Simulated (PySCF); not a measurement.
Molecule: C7H8O, SMILES c1cc(cc(c1)O)C. Atoms near the plane z = 0.0 Å, at the GFN2-xTB optimised geometry (x, y, z in Å): C1 (-1.7, 2.0, 0.0), C2 (-1.0, 0.7, 0.0), C3 (-1.7, -0.5, 0.0), C4 (-1.0, -1.7, 0.0), C5 (0.3, -1.8, 0.0), C6 (1.1, -0.6, 0.0), O7 (2.4, -0.6, 0.0), C8 (0.4, 0.6, 0.0), H9 (-1.9, 2.3, 1.0), H10 (-2.6, 1.9, -0.5), H11 (-1.0, 2.8, -0.4), H12 (-2.8, -0.5, 0.0), H13 (-1.6, -2.7, 0.0), H14 (0.8, -2.8, 0.0), H15 (2.8, -1.5, 0.0), H16 (1.0, 1.5, 0.0).

Method: CAM-B3LYP/def2-TZVP in PySCF 2.14.0. Cells within 0.4 Å of a nucleus heavier than hydrogen are left out (blank, or x). The values are rescaled to run from 0 to 1.

```
|77777777777777777777777777777|
|77777777777777777777777777777|
|77777777777777777777777777777|
|77777777777777777777777777777|
|77777777777777777777777777777|
|77777777777777777777777777777|
|77777777777677777777777777777|
|77777777774577777777777777777|
|777777775xx677777777777777777|
|777777775xx677777677777777777|
|77777777763578773077777777777|
|77777777774467761577777777777|
|77777777786xx23xx777777777777|
|77777777774xx54xx787777777777|
|77777777762588862588999777777|
|777777022xx787884x872x6877777|
|777777343xx78788xxx4xx4977777|
|77777777762588871478906877777|
|77777777773x766x2788840777777|
|7777777778xxx2xxx877776777777|
|77777777762x666x2777777777777|
|77777777720688850677777777777|
|77777777755777770477777777777|
|77777777777777777777777777777|
|77777777777777777777777777777|
|77777777777777777777777777777|
|77777777777777777777777777777|
|77777777777777777777777777777|
|77777777777777777777777777777|
```
Scale: ten equal steps from 0.000 (start of '0') to 1.00 (end of '9'), in the order '0123456789'; x runs from -5.00 to 5.00, y from -5.00 (bottom) to 5.00 (top).

Task: Which quantity is mapped?
A) electron localisation function
B) Laplacian of the electron density
C) log10 of the electron density
D) an orbital amplitude

Result: B, Laplacian of the electron density. In full: Laplacian of the electron density (e/bohr⁵), clipped to [-1.50, 1.50].
